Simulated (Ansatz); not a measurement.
Geometry optimisation, RKS r2SCAN/def2-SVP in Ansatz 0.2.0.

Input file:

```yaml
crystal:
  periodic: [false, false, false]
  atoms:
    - { symbol: C, position_ang: [-0.6965, -1.0334, -1.3127] }
    - { symbol: Al, position_ang: [0.2882, -0.4943, 0.2999] }
    - { symbol: O, position_ang: [1.7121, 0.3465, 1.096] }
    - { symbol: C, position_ang: [0.6392, 1.0453, 1.4317] }
    - { symbol: F, position_ang: [0.5256, 2.2534, 0.7821] }
    - { symbol: H, position_ang: [-1.8091, -0.6923, -1.1847] }
    - { symbol: H, position_ang: [-0.307, -0.448, -2.1992] }
    - { symbol: H, position_ang: [-0.6305, -2.0654, -1.4982] }
    - { symbol: H, position_ang: [-0.51681, -1.71965, 0.77115] }
basis:
  gaussian: { orbitals: def2-SVP }
hamiltonian:
  xc: r2scan
relax:
  f_tol: 0.02
  max_steps: 50
```

Run as:

```bash
$ ansatz run input.yaml --threads 2 --pin off --max-ram 3072MiB --backend cpu --events-out ev --progress --plain --runs-dir out
```

Problem. Where does it end, and by what steps?

Solution. The run converged. The force dipped under the threshold on the way, but the program's further checks kept it going. After 16 steps the energy has fallen by 3.172 eV; H9 moved furthest, 0.89 Å.

| step | energy less start (eV) | largest force component (eV/Å) | accepted |
| --- | --- | --- | --- |
| 0 | 0.0000 | 5.031 | yes |
| 1 | -1.3872 | 2.126 | yes |
| 2 | -2.2530 | 1.821 | yes |
| 3 | -2.7714 | 1.092 | yes |
| 4 | -2.9622 | 1.620 | yes |
| 5 | -3.0956 | 0.933 | yes |
| 6 | -3.1546 | 0.678 | yes |
| 7 | -3.1521 | 0.640 | no |
| 8 | -3.1696 | 0.132 | yes |
| 9 | -3.1700 | 0.260 | yes |
| 10 | -3.1710 | 0.075 | yes |
| 11 | -3.1716 | 0.025 | yes |
| 12 | -3.1720 | 0.020 | yes |
| 13 | -3.1722 | 0.017 | yes |
| 14 | -3.1723 | 0.030 | yes |
| 15 | -3.1723 | 0.022 | yes |
| 16 | -3.1724 | 0.008 | yes |

```xyz
9
Properties=species:S:1:pos:R:3
C -0.721 -0.968 -1.403
Al -0.158 -0.706 0.440
O 1.563 0.335 0.629
C 0.590 1.042 0.932
F 0.837 2.282 1.304
H -1.820 -0.920 -1.497
H -0.302 -0.209 -2.083
H -0.420 -1.960 -1.783
H -0.365 -1.705 1.647
```

Time of the run: 53 s on 2 threads of Arm Neoverse V1 (shared host), peak memory 0.17 GiB.
